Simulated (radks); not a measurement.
Numerical settings for neutral zirconium, [Kr] 4d2 5s2. All-electron calculation, Dirac Kohn-Sham, LDA (Slater exchange, Perdew-Wang correlation), spin-unpolarised, spherical densities, point nucleus; open shells are shared between the two j in proportion to 2j + 1. Program: a radial shooting solver on a logarithmic mesh with Libxc functionals. The defaults (mesh step 0.008 in ln r, mesh end at 40 bohr or more with all orbitals vanishing there, Anderson mixing 0.5 over 9 steps, residual threshold near 1e-9 with the energy settled to 1e-9 hartree or 1e-11 of itself, here a cap of 78 iterations) give E = -3595.0218 hartree and 4d5/2 at -3.684 eV in 15 iterations. Run on one thread of a shared host, so times are rough (Arm Neoverse V1): 0.14 s of CPU time, 0.14 s wall, 15 iterations on 2725 mesh points. Changes against that run (0 stands for a change within the tolerance of the run):

setting                     iterations         converged  E (mhartree)  e(4d5/2) (meV)  CPU (s)
mesh step in ln r 0.08               6                no      diverged               -     0.03
mesh step in ln r 0.2                2                no      diverged               -     0.02
mesh step in ln r 0.003             15               yes             0               0     0.36
mesh end (bohr) 20                  15               yes             0        +0.00329     0.14
mesh end (bohr) 3                   13  level above zero     +3.11e+03       +2.13e+04      0.1
residual threshold 0.001             8               yes             0           -1.74      0.1
residual threshold 0.1               8               yes             0           -1.74      0.1
mixing 2.5                          14               yes             0               0     0.14
linear mixing, mixing 0.5           30               yes             0               0     0.22
linear mixing, mixing 0.05          78                no       +0.0192           -41.9      0.6
mixing history 3                    15               yes             0               0     0.14
iteration cap 3                      3                no         +1.67            -260     0.04

Settled on a wrong energy, with an occupied level pushed above zero by the early mesh end: mesh end (bohr) 3 (+3.11 hartree). Apart from these: no run marked as converged misses the energy by more than 1 mhartree. A mesh that ends early acts as a hard wall.
